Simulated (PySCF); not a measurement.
B₃H₅N₃, SMILES B1[N]BNBN1, multiplicity 2.

Coordinates come from a PBE-D3(BJ)/def2-SVP optimisation. The isomer is the one that the SMILES or the coordinates give; other isomers of the formula were not compared.

Method: PBE-D3(BJ)/def2-SVP (PySCF).

No scaling factor is applied to the harmonic values.

Computed normal modes with their intensities:
```json
[
 {"mode": "1", "ν (cm⁻¹)": "206", "IR (km/mol)": "5.6", "moving atoms (share of kinetic energy)": "N 48 %, H 28 %, B 24 %"},
 {"mode": "2", "ν (cm⁻¹)": "297", "IR (km/mol)": "0.0", "moving atoms (share of kinetic energy)": "N 43 %, H 29 %, B 28 %"},
 {"mode": "3", "ν (cm⁻¹)": "377", "IR (km/mol)": "6.6", "moving atoms (share of kinetic energy)": "N 39 %, H 39 %, B 22 %"},
 {"mode": "4", "ν (cm⁻¹)": "470", "IR (km/mol)": "0.0", "moving atoms (share of kinetic energy)": "N 52 %, B 40 %"},
 {"mode": "5", "ν (cm⁻¹)": "510", "IR (km/mol)": "1.8", "moving atoms (share of kinetic energy)": "N 62 %, B 30 %"},
 {"mode": "6", "ν (cm⁻¹)": "608", "IR (km/mol)": "0.0", "moving atoms (share of kinetic energy)": "H 85 %"},
 {"mode": "7", "ν (cm⁻¹)": "645", "IR (km/mol)": "51.6", "moving atoms (share of kinetic energy)": "H 86 %, B 11 %"},
 {"mode": "8", "ν (cm⁻¹)": "806", "IR (km/mol)": "2.3", "moving atoms (share of kinetic energy)": "N 84 %, B 11 %"},
 {"mode": "9", "ν (cm⁻¹)": "836", "IR (km/mol)": "42.6", "moving atoms (share of kinetic energy)": "H 63 %, B 32 %"},
 {"mode": "10", "ν (cm⁻¹)": "851", "IR (km/mol)": "0.0", "moving atoms (share of kinetic energy)": "H 66 %, B 29 %"},
 {"mode": "11", "ν (cm⁻¹)": "871", "IR (km/mol)": "1.0", "moving atoms (share of kinetic energy)": "H 65 %, B 28 %"},
 {"mode": "12", "ν (cm⁻¹)": "878", "IR (km/mol)": "50.5", "moving atoms (share of kinetic energy)": "H 62 %, B 30 %, N 8 %"},
 {"mode": "13", "ν (cm⁻¹)": "898", "IR (km/mol)": "0.2", "moving atoms (share of kinetic energy)": "H 74 %, B 20 %"},
 {"mode": "14", "ν (cm⁻¹)": "922", "IR (km/mol)": "0.9", "moving atoms (share of kinetic energy)": "B 77 %, H 14 %, N 9 %"},
 {"mode": "15", "ν (cm⁻¹)": "982", "IR (km/mol)": "1.9", "moving atoms (share of kinetic energy)": "H 92 %"},
 {"mode": "16", "ν (cm⁻¹)": "1016", "IR (km/mol)": "1.2", "moving atoms (share of kinetic energy)": "H 71 %, N 20 %, B 9 %"},
 {"mode": "17", "ν (cm⁻¹)": "1104", "IR (km/mol)": "0.4", "moving atoms (share of kinetic energy)": "H 48 %, B 29 %, N 22 %"},
 {"mode": "18", "ν (cm⁻¹)": "1230", "IR (km/mol)": "12.9", "moving atoms (share of kinetic energy)": "H 44 %, N 42 %, B 13 %"},
 {"mode": "19", "ν (cm⁻¹)": "1263", "IR (km/mol)": "65.2", "moving atoms (share of kinetic energy)": "B 65 %, H 22 %, N 14 %"},
 {"mode": "20", "ν (cm⁻¹)": "1295", "IR (km/mol)": "12.1", "moving atoms (share of kinetic energy)": "B 55 %, N 26 %, H 19 %"},
 {"mode": "21", "ν (cm⁻¹)": "1359", "IR (km/mol)": "131.6", "moving atoms (share of kinetic energy)": "N 46 %, H 35 %, B 20 %"},
 {"mode": "22", "ν (cm⁻¹)": "1449", "IR (km/mol)": "176.9", "moving atoms (share of kinetic energy)": "B 49 %, N 45 %"},
 {"mode": "23", "ν (cm⁻¹)": "2544", "IR (km/mol)": "95.4", "moving atoms (share of kinetic energy)": "H 91 %, B 9 %"},
 {"mode": "24", "ν (cm⁻¹)": "2545", "IR (km/mol)": "188.3", "moving atoms (share of kinetic energy)": "H 91 %, B 9 %"},
 {"mode": "25", "ν (cm⁻¹)": "2552", "IR (km/mol)": "5.5", "moving atoms (share of kinetic energy)": "H 91 %, B 9 %"},
 {"mode": "26", "ν (cm⁻¹)": "3540", "IR (km/mol)": "24.8", "moving atoms (share of kinetic energy)": "H 93 %"},
 {"mode": "27", "ν (cm⁻¹)": "3542", "IR (km/mol)": "59.2", "moving atoms (share of kinetic energy)": "H 93 %"}
]
```
